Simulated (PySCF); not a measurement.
ethynylcyclobutane (C₆H₈), SMILES C#CC1CCC1. Atoms are numbered in the order given.

```xyz
14

C      2.6857    -0.2221     0.0000
C      1.5239     0.1250     0.0000
C      0.1225     0.5106     0.0000
C     -0.8326    -0.0807     1.0835
C     -1.9325    -0.1903     0.0000
C     -0.8326    -0.0807    -1.0835
H      3.7155    -0.5243     0.0000
H      0.0460     1.6113     0.0000
H     -0.4795    -1.0682     1.4153
H     -1.0291     0.5431     1.9680
H     -2.5956     0.6888     0.0000
H     -2.5557    -1.0966     0.0000
H     -1.0291     0.5431    -1.9680
H     -0.4795    -1.0682    -1.4153
```

Coordinates come from a B3LYP-D3(BJ)/def2-SVP optimisation.

All values below come from PBE/def2-TZVP in PySCF.

Atomic charges (e):

```tsv
atom	Mulliken	Löwdin
C1	-0.16	-0.11
C2	-0.03	-0.10
C3	-0.13	-0.22
C4	-0.17	-0.20
C5	-0.15	-0.25
C6	-0.17	-0.20
H7	0.15	0.13
H8	0.09	0.17
H9	0.10	0.14
H10	0.10	0.13
H11	0.09	0.13
H12	0.10	0.12
H13	0.10	0.13
H14	0.10	0.14
```

Give the Mayer and Wiberg (Löwdin basis) orders of the bonds. (An estimate is asked for; the answer gives what the named calculation found.)


```
bond    Mayer  Wiberg
------  -----  ------
C1–C2    2.62    2.94
C2–C3    1.26    1.28
C3–C4    1.00    1.08
C4–C5    1.05    1.18
C3–C6    1.00    1.08
C5–C6    1.05    1.18
C1–H7    1.01    0.92
C3–H8    0.93    0.77
C4–H9    0.94    0.85
C4–H10   0.94    0.88
C5–H11   0.93    0.86
C5–H12   0.94    0.88
C6–H13   0.94    0.88
C6–H14   0.94    0.85
```
